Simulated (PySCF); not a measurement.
A structure optimised at PBE0-D3(BJ)/def2-SVP, used in a PySCF frequency run:

```
O
C 1 1.3916
H 2 1.1032 1 110.28
H 2 1.1032 3 107.61 1 120.33
H 2 1.1053 3 107.88 4 116.15
Al 1 1.6745 2 139.87 3 -120.65
F 6 1.6530 1 118.51 2 180.00
I 6 2.4462 7 119.53 1 180.00
```
Charge 0, spin multiplicity 1.

Write its SMILES, formula and point group.

C[O][Al]([F])[I], CH₃AlFIO, Cs

What are its rotational constants (standard atomic weights)?

3.0149, 1.1014, 0.81084 GHz
